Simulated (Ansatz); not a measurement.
Basis-set extrapolation for C3H8Si (`[SiH3]C1CC1`) (PBE0-D4/def2-TZVP geometry, frozen core, the Gaussian-basis code of Ansatz). Multiplicity 1, RHF reference.

```csv
,def2-TZVPP,def2-QZVPP
HF,-407.212045,-407.226561
MP2 correlation,-0.639833,-0.680357
CCSD(T) correlation,-0.715382,not run
```

Energies in hartree. Use E(X) = E(∞) + A·exp(−7.88·√X) for Hartree–Fock and E(X) = E(∞) + B·X^(−2.97) for correlation, with X = 3 and 4, and add CCSD(T) minus MP2 of the smaller set to the MP2 limit.

Task: What is the CCSD(T) energy at the basis-set limit?

Result: HF limit: -407.226561 + (-0.014516) × 0.13774 = -407.22856. MP2 limit: -0.680357 + (-0.040524) × 0.74074 = -0.71037. Higher-order term: -0.715382 − (-0.639833) = -0.07555. Total: -408.01448 hartree, 228.6 kJ/mol below CCSD(T)/def2-TZVPP.
